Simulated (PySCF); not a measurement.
C₄H₅F₂O₃ (doublet state).
Numbering: `[F:1][CH:2]([F:3])[O:4][C:5]1[O:6][CH2:7][CH2:8][O:9]1` (hydrogens: H10 on C2; H11, H12 on C7; H13, H14 on C8)

Structure used (GFN2-xTB), in Å, numbered top down from 1:
```
atom  x, y, z in Å
F1     2.2773   -0.8831   -1.3959
C2     2.3978   -0.1836   -0.2410
F3     3.6178    0.3716   -0.2783
O4     1.4681    0.7937   -0.1755
C5     0.3308    0.5155    0.6016
O6    -0.6589    1.4200    0.4622
C7    -1.7990    0.7520   -0.0812
C8    -1.5266   -0.7281    0.2296
O9    -0.1318   -0.7694    0.5255
H10    2.3547   -0.9080    0.5916
H11   -2.6903    1.1445    0.4069
H12   -1.8452    0.9426   -1.1588
H13   -2.0768   -1.0795    1.1083
H14   -1.7186   -1.3886   -0.6171
```

The hyperfine couplings belong to this conformer and change with its torsions.

Method: UKS B3LYP, pcH-1 on C F H O, non-relativistic, mean-field spin-orbit, GIAO in PySCF. The structure is a single GFN2-xTB conformer in the gas phase; no vibrational or solvent corrections. The geometry wasn't refined by DFT: couplings that depend on bond lengths, twists or pyramidal angles can differ widely from those at the functional's own minimum.

Q: Count the α and β electrons and give S(S+1).

A: Nα = 36, Nβ = 35 (71 in all), and S(S+1) = 0.75 for S = 1/2.

Mulliken spin populations, one withheld:

```csv
atom,bound to,population
F1,C2,+0.0045
C2,"F1, F3, O4, H10",-0.0046
F3,C2,+0.0002
O4,"C2, C5",?
C5,"O4, O6, O9",+0.7621
O6,"C5, C7",+0.0403
C7,"O6, C8, H11, H12",+0.0392
C8,"C7, O9, H13, H14",+0.0187
O9,"C8, C5",+0.0492
H10,C2,+0.0073
H11,C7,-0.0021
H12,C7,+0.0035
H13,C8,0.0000
H14,C8,+0.0041
```

Q: Complete the table.

A: The populations add up to Nα − Nβ = 1, and the others sum to 0.9224, so O4 holds +0.078.

Q: How is the spin shared among the elements?

A: Carbon +0.82, oxygen +0.17, hydrogen +0.01, fluorine 0.00. The positive populations sum to 1.01, the negative ones to -0.01.

Q: The run gives ⟨S²⟩ = 0.7524. What does that say of the overlap of α and β orbitals, and of the weight of higher spin?

A: For a single determinant ⟨S²⟩ = S(S+1) + Nβ − Σ|⟨iα|jβ⟩|², so the squared overlaps of occupied orbitals sum to 35 − 0.0024 = 34.9976. If the quartet state (S + 1) were the only admixture, its weight would be 0.0024/(2S + 2) = 0.08 %.

Q: What Fermi-contact NMR shifts do the couplings of F1/F3, C2, C7/C8, H10, H11/H12/H13/H14 imply at 250 K (Curie law, g = gₑ)?

A: δ = a_FC·h·gₑ μB S(S+1)/(3 g_N μN kT), with k/h = 20836.6 MHz/K:

```tsv
nuclei	isotope	a_FC (MHz)	g_N	contact shift (ppm)
F1/F3	19F	19.12	5.2577	+642
C2	13C	-4.18	1.4048	-525
C7/C8	13C	21.82	1.4048	+2741
H10	1H	-0.83	5.5857	-26
H11/H12/H13/H14	1H	2.38	5.5857	+75
```

The sign follows the spin density at the nucleus: positive density means a positive shift. Entries for several nuclei are means.

Nuclei that the bonding pattern makes equivalent are averaged, as if the motion that swaps them (rotation, inversion, ring flip) were fast. The 19F value of +19.1 MHz is a mean of couplings from -4.0 to 42.2 MHz in this one geometry, not an average over conformers. The 1H value of +2.4 MHz is a mean of couplings from -3.2 to 7.5 MHz in this one geometry, not an average over conformers.

Examples of negative spin density at the nucleus (bohr⁻³): C2 (-0.0037).

The run took 79 s of wall time (with the writing of density and orbital grids) on an Arm Neoverse V2 with one thread (shared host), and the process peaked at 1.0 GiB of memory.
